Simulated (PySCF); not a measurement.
# Cl: excitation energy

Cl [Ne] 3s2 3p5 (2P) → Cl [Ne] 3s1 3p6 (2S), as a difference of total energies. Computed with PySCF 2.14 in x2c-TZVPPall with one added diffuse shell each of s, p, d type (6s6p4d1f, 51 functions), with the spin-free X2C one-electron Hamiltonian (Gaussian nucleus). Correlated levels: valence: [Ne] frozen; valence and next inner shell: 1s2 frozen. The calculations carry no spin-orbit coupling.

Problem. Order these methods by the excitation energy they give, lowest first.
A. SCS-MP2 (valence and next inner shell)
B. PBE0
C. UHF
D. PBEsol

Solution. D (97450 cm⁻¹), A (103160 cm⁻¹), B (105130 cm⁻¹), C (125650 cm⁻¹).

Errors of the correlated levels include the incompleteness of this basis and the frozen core.

Every method misses the reference by a wide margin, which points to the basis or the choice of state and not to the methods.

For comparison: 85385 cm⁻¹ (measured; NIST levels, between the centres of gravity of the two terms).
